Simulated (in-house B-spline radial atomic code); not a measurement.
Results of a calculation; reference values are marked as such.
**Mn in an electron gas of r_s = 2.4: phase shifts, screening, friction and resistivity**

A nucleus sits in a uniform electron gas with a rigid positive background. The Kohn-Sham equations are solved self-consistently in the spin-unpolarised LDA (PW92), non-relativistic, on B-splines with outgoing waves at the boundary and partial waves to l = 8. The model has no lattice, no bands and no magnetic solution. Atomic units; δ_l are the phase shifts at the Fermi level, counted so that each bound state adds π, and good to about 0.0005.

The density parameter is r_s = 2.4 bohr, near that of the valence electrons of In (3 per atom, density 7.31 g/cm³, mass 114.82 u, which gives r_s = 2.41).

```tsv
l	δ_l (rad)
0	9.1666
1	6.3396
2	2.2302
3	-0.0088
4	-0.0009
5	-0.0005
6	-0.0003
7	-0.0004
8	-0.0003
```

Bound levels below the band bottom (hartree): s -233.1, s -26.2, p -22.4, s -2.451, p -1.374.

Problem. Check the Friedel sum rule, and say where the screening charge sits.

Solution. k_F = (9π/4)^(1/3)/r_s = 0.79965. The rule is Z = (2/π) Σ (2l + 1) δ_l. The terms are s 5.836, p 12.108, d 7.099, f -0.039 and -0.018 beyond, in all 24.985 against Z = 25. Bound states hold 6 s, 12 p, 0 d electrons, so the scattering states carry 6.98 in all; where a term is smaller than its bound count, the bound level has drawn weight out of the band.

Problem. Find the transport cross section and the electronic stopping of a 1 keV Mn ion (mass 54.94 u).

Solution. σ_tr = (4π/k_F²) Σ (l + 1) sin²(δ_l − δ_(l+1)). The terms for l = 0 to 3 are 0.0957, 1.3568, 1.8484, 0.0002, all together 3.3011, so σ_tr = 19.652 × 3.3011 = 64.875 bohr². With n = 3/(4π r_s³) = 0.01727, the friction coefficient is Q = n k_F σ_tr = 0.8959. For v well below v_F = 0.800, dE/dx = Q v; with 24801 eV per u at v = 1, v = √(1000/(24801 × 54.94)) = 0.0271, so dE/dx = 0.02427 hartree/bohr = 12.5 eV/nm. The largest term couples the d and f waves.

Problem. What residual resistivity would 1 atomic per cent of such centres give in In?

Solution. Δρ = k_F n_i σ_tr/n in atomic units of 21.74 μΩ·cm. With one host atom per 3 electrons, n_i/n = 0.01/3, so Δρ = 0.7996 × 0.00333 × 64.875 × 21.74 = 3.76 μΩ·cm. This is an atom added to the gas, as on an interstitial site.

Problem. On a substitutional site the background of one host ion, a sphere holding 3 charges, is taken out. The phase shifts for l = 0 to 4 become 8.7185, 5.8904, 1.7570, -0.0663, -0.0140. What follows?

Solution. The Friedel sum is now 21.99, for Z − 3 = 22. The sum in σ_tr is 4.3207, so σ_tr = 84.91 bohr² and Δρ = 4.92 μΩ·cm per atomic per cent, 1.31 times the value above. A real host ion scatters too, so this model doesn't give zero even for the host's own atom.
